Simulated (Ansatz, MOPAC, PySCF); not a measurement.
Molecule: CsBr, net charge 0, singlet state. SMILES: [Br][Cs]
Geometry: optimised at B3LYP-D3(BJ)/def2-TZVP (Ansatz, a quantum-chemistry and plane-wave program).

Quantity: vertical electron affinity to the doublet, in eV. Terms: LANL2DZ with its own core potentials from Na on; def2 sets with scalar-relativistic core potentials past Kr; open shells spin-unrestricted; spin-orbit terms left out; PM7 with its own dispersion and hydrogen-bond terms; valence correlation only (noble-gas shells and the d and f shells of earlier blocks; the outer core of K, Ca and congeners matters and is frozen too); each state is the SCF solution reached for its charge and spin. First-principles rows: single points at B3LYP-D3(BJ) geometries (Ansatz). Semi-empirical rows: differences of heats of formation at the shared geometry for vertical values.

| level | program | vertical electron affinity to the doublet (eV) |
|---|---|---|
| PM6 | MOPAC | 0.12 |
| PM7 | MOPAC | -1.47 |
| HF/LANL2DZ | Ansatz | 0.33 |
| B3LYP/LANL2DZ | Ansatz | 0.66 |
| M06-2X/LANL2DZ | PySCF | 0.58 |
| MP2/LANL2DZ | Ansatz | 0.32 |
| B3LYP/def2-TZVPD | Ansatz | 0.55 |
| wB97X-V/def2-TZVPD | Ansatz | 0.40 |

No value to compare with is used here. The 6 habitual levels span -1.47 (PM7) to 0.66 eV (B3LYP/LANL2DZ); B3LYP/def2-TZVPD gives 0.55.

The levels are drawn from those run, B3LYP/6-31G* more often than the rest, none by its result; left out are runs that failed, that the program found above a lower state of the same kind, or whose <S^2> lies over 0.5 above the pure value.
